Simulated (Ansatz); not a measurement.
Basis-set series for `[K][Br]`. The species carries charge 0 and has multiplicity 1. The structure was optimised at the PBE0-D4/def2-TZVP level.

```
functional       basis  functions  energy (Eh)  HOMO (eV)  LUMO (eV)
   PBE0-D4    def2-SVP         56  -3173.30139      -5.45      -1.44
   PBE0-D4  def2-TZVPP         81  -3173.69483      -5.77      -1.40
   ωB97M-V    def2-SVP         56  -3173.60382      -7.61      -0.86
   ωB97M-V  def2-TZVPP         81  -3173.99465      -7.96      -0.86
```

Task: Give the rows for def2-QZVPP. (An estimate is asked.)

Result: Computed: 
| functional | basis | functions | energy (Eh) | HOMO (eV) | LUMO (eV) |
| --- | --- | --- | --- | --- | --- |
| PBE0-D4 | def2-QZVPP | 159 | -3173.76163 | -5.82 | -1.40 |
| ωB97M-V | def2-QZVPP | 159 | -3174.05841 | -8.02 | -0.90 |

Scalar relativity is left out up to krypton.
